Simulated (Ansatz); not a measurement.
Species: RhB (charge 0, singlet). 
Coordinates optimised at B3LYP-D3(BJ)/def2-TZVP (Ansatz, a quantum-chemistry and plane-wave program):
SMILES: [Rh][B]
```xyz
2

Rh     0.0000     0.0000    -0.1682
B      0.0000     0.0000     1.5142
```

Total electronic energies in hartree. Correlated levels leave the core frozen unless marked. No spin-orbit coupling. The frozen core is the preceding noble-gas configuration, with the filled d and f shells of earlier blocks. Past Kr the def2 sets carry scalar-relativistic core potentials. STO-3G rows are all-electron and non-relativistic. CBS marks a two-point X^-3 extrapolation of the correlation energy; Hartree-Fock from the larger set.

The Hartree-Fock reference is unstable (checked in the largest basis), which strains HF and MP2. The T1 diagnostic of CCSD in the largest basis is 0.031, which is high, so the coupled-cluster rows are less sure than usual.

| level | program | energy (Eh) |
|---|---|---|
| revPBE-D4/def2-TZVPD | Ansatz + dftd4 | [?] |
| PBE0/STO-3G | Ansatz | [?] |
| PBE0-D4/def2-TZVP | Ansatz + dftd4 | -135.28261 |
| BHLYP-D3(BJ)/def2-TZVPD | Ansatz + dftd3 | -135.18899 |
| BHLYP/def2-TZVPD | Ansatz | -135.18599 |
| LC-wPBE/def2-TZVPD | Ansatz | [?] |
| PBE-QIDH/def2-TZVPD | Ansatz | -135.08900 |
| SCS-MP2/def2-QZVPPD | Ansatz | -134.78735 |
| CCSD(T)/CBS(def2-TZVPPD,def2-QZVPPD) | Ansatz | -134.8271 |

Task: Some entries are withheld; supply them.

Result: 
- revPBE-D4/def2-TZVPD, energy (Eh): -135.40931
- PBE0/STO-3G, energy (Eh): -4665.70088
- LC-wPBE/def2-TZVPD, energy (Eh): -135.30081
